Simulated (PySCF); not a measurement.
# The first ionisation energy along the 5p block

Calculated with PySCF 2.14 from differences of total energies of unrestricted determinants, without spin-orbit coupling. Values in eV. The last column holds reference values (NIST; (s) semi-empirical, (t) theoretical, else measured). Unmarked ones compare directly (S terms, centres of terms, or small fine structure); those marked * lie between the lowest fine-structure levels and include a spin-orbit shift.

```tsv
element	configurations	UHF	MP2 (valence)	PBE	r2SCAN	MP2 (valence and next inner shell)	SCS-MP2 (valence and next inner shell)	reference
In (def2-QZVPPD with the def2 core potential (28 electrons), ECP)	[Kr] 4d10 5s2 5p1 → [Kr] 4d10 5s2	5.219	5.423	5.591	5.717	5.475	5.426	5.603
Sn (def2-QZVPPD with the def2 core potential (28 electrons), ECP)	[Kr] 4d10 5s2 5p2 → [Kr] 4d10 5s2 5p1	6.848	7.177	7.261	7.407	7.285	7.177	7.389
Sb (def2-QZVPPD with the def2 core potential (28 electrons), ECP)	[Kr] 4d10 5s2 5p3 → [Kr] 4d10 5s2 5p2	8.574	9.018	8.961	9.165	9.158	8.984	9.124
Te (def2-QZVPPD with the def2 core potential (28 electrons), ECP)	[Kr] 4d10 5s2 5p4 → [Kr] 4d10 5s2 5p3	7.734	8.446	8.733	8.750	8.514	8.563	8.749
I (def2-QZVPPD with the def2 core potential (28 electrons), ECP)	[Kr] 4d10 5s2 5p5 → [Kr] 4d10 5s2 5p4	9.545	10.384	10.510	10.543	10.503	10.483	10.519
Xe (def2-QZVPPD with the def2 core potential (28 electrons), ECP)	[Xe] → [Kr] 4d10 5s2 5p5	11.443	12.385	12.319	12.415	12.534	12.434	12.565
```

```json
{"method": "UHF", "elements": "6", "mean error (eV)": "-0.764", "mean absolute error (eV)": "0.764", "largest error (eV)": "-1.122"}
{"method": "MP2 (valence)", "elements": "6", "mean error (eV)": "-0.186", "mean absolute error (eV)": "0.186", "largest error (eV)": "-0.303"}
{"method": "PBE", "elements": "6", "mean error (eV)": "-0.096", "mean absolute error (eV)": "0.096", "largest error (eV)": "-0.246"}
{"method": "r2SCAN", "elements": "6", "mean error (eV)": "0.008", "mean absolute error (eV)": "0.058", "largest error (eV)": "-0.151"}
{"method": "MP2 (valence and next inner shell)", "elements": "6", "mean error (eV)": "-0.080", "mean absolute error (eV)": "0.091", "largest error (eV)": "-0.234"}
{"method": "SCS-MP2 (valence and next inner shell)", "elements": "6", "mean error (eV)": "-0.147", "mean absolute error (eV)": "0.147", "largest error (eV)": "-0.212"}
```

Errors include the incompleteness of the basis and the frozen core.

"Valence" correlates the outer s and p shells and, in groups 3 to 12 and the f block, the outer d or f shell, open or full, or the next shell where the ion has no valence electron left; the wider scheme adds the next inner shell.
